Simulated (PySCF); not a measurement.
B2H4NSi, ClF2Si, AlBH2N (calculated)

Computed with PySCF 2.14.0. Calculation on a computer-drawn molecule: the log of a Hartree-Fock and frozen-core CCSD(T) single point meant for a local Hartree-Fock minimum, with one planted fault or none, to be diagnosed. Offsets are logged minus clean, where the clean run is the same molecule without the fault. The reference is restricted for singlets and unrestricted otherwise, and also for a bond in bohr or an excited solution. Adding or removing an electron swaps singlet and doublet. The excited solution moves the top pair (singlet) or top alpha electron (doublet) to the lowest empty orbital. Highest occupied and lowest empty are orbital energies over both spins, largest force is the largest gradient component, triples share is (T) over the correlation energy, the T1 limit is 0.02 restricted and 0.045 unrestricted, electrons count all cores, a negative frequency is imaginary (commonest isotopes), and the dipole is about the centre of nuclear charge.

Common to all runs: meant basis cc-pV(D+d)Z; logged SCF converged yes; logged CC converged yes; logged SCF stable within its kind yes; possible faults no fault, one electron removed, one electron added, multiplicity raised by two, geometry at a saddle point, SCF held on an excited solution, minimal basis STO-3G, one bond length entered in bohr, all coordinates scaled.

```yaml
- entry: 1
  formula: B2H4NSi
  logged_structure:
    atoms_angstrom:
      - [B, 2.105, 0.1047, -0.216]
      - [B, 0.5766, -0.1647, 0.3879]
      - ["N", 0.012, 0.5797, 1.4255]
      - [Si, -0.6125, 1.3883, 2.5965]
      - [H, 2.8252, 0.614, -1.0161]
      - [H, -0.0415, -1.0952, -0.0831]
      - [H, -0.4235, 1.0508, 4.0152]
      - [H, -1.453, 2.5795, 2.4051]
  given:
    meant_charge: 0
    meant_multiplicity: 2
    logged_electrons: 36
    logged_basis_functions: 85
    logged_spin_squared: 0.0
    "logged_highest_occupied [eV]": 0.21014
    "logged_lowest_empty [eV]": 5.9668
    "logged_largest_force [hartree/bohr]": 0.052983
    logged_T1_diagnostic: 0.028495
    logged_D1_diagnostic: 0.10672
    logged_triples_share: 0.041602
    "logged_dipole_magnitude [debye]": 9.9086
    "logged_energy_HF [hartree]": -394.94572
    "logged_energy_CCSD(T) [hartree]": -395.45434
    drawn_bonds_atom: [1, 2, 3, 1, 2, 4, 4]
    drawn_bonds_other_atom: [2, 3, 4, 5, 6, 7, 8]
    drawn_bonds_order: [1, 1, 2, 1, 1, 1, 1]
  results:
    planted_fault: "one electron added"
    "HF_energy_offset_from_clean_run [kcal/mol]": 34.32
    "CCSD(T)_energy_offset_from_clean_run [kcal/mol]": 3.178
  notes: ["T1 above single-reference limit", "highest electron not bound in this basis"]
- entry: 2
  formula: ClF2Si
  logged_structure:
    atoms_angstrom:
      - [F, 0.1431, -3.5573, -0.1977]
      - [Si, -0.3154, -2.1033, -0.3825]
      - [F, 0.644, -1.2027, -1.1743]
      - [Cl, -1.9736, -1.4561, 0.3273]
  given:
    meant_charge: 1
    meant_multiplicity: 1
    logged_electrons: 47
    logged_basis_functions: 74
    logged_spin_squared: 0.7585
    "logged_highest_occupied [eV]": -30.421
    "logged_lowest_empty [eV]": -18.006
    "logged_largest_force [hartree/bohr]": 0.1283
    logged_T1_diagnostic: 0.021017
    logged_D1_diagnostic: 0.093749
    logged_triples_share: 0.02279
    "logged_dipole_magnitude [debye]": 5.6764
    "logged_energy_HF [hartree]": -946.43038
    "logged_energy_CCSD(T) [hartree]": -947.02957
    drawn_bonds_atom: [1, 2, 2]
    drawn_bonds_other_atom: [2, 3, 4]
    drawn_bonds_order: [1, 1, 1]
  results:
    planted_fault: "one electron removed"
    "HF_energy_offset_from_clean_run [kcal/mol]": 447.0
    "CCSD(T)_energy_offset_from_clean_run [kcal/mol]": 459.6
- entry: 3
  formula: AlBH2N
  logged_structure:
    atoms_angstrom:
      - [B, 0.3987, -1.8317, -1.6182]
      - ["N", 1.0675, -1.2171, -2.5047]
      - [Al, 1.9529, -0.4036, -3.6783]
      - [H, -0.2176, -2.3978, -0.8014]
      - [H, 2.7624, 0.3402, -4.7512]
  given:
    meant_charge: 1
    meant_multiplicity: 1
    logged_electrons: 25
    logged_basis_functions: 61
    logged_spin_squared: 0.7559
    "logged_highest_occupied [eV]": -25.165
    "logged_lowest_empty [eV]": -13.885
    "logged_largest_force [hartree/bohr]": 0.078924
    logged_T1_diagnostic: 0.013424
    logged_D1_diagnostic: 0.032322
    logged_triples_share: 0.021298
    "logged_dipole_magnitude [debye]": 1.389
    "logged_energy_HF [hartree]": -321.44421
    "logged_energy_CCSD(T) [hartree]": -321.68939
    drawn_bonds_atom: [1, 2, 1, 3]
    drawn_bonds_other_atom: [2, 3, 4, 5]
    drawn_bonds_order: [1, 2, 1, 1]
  results:
    planted_fault: "one electron removed"
    "HF_energy_offset_from_clean_run [kcal/mol]": 354.3
    "CCSD(T)_energy_offset_from_clean_run [kcal/mol]": 390.1
```
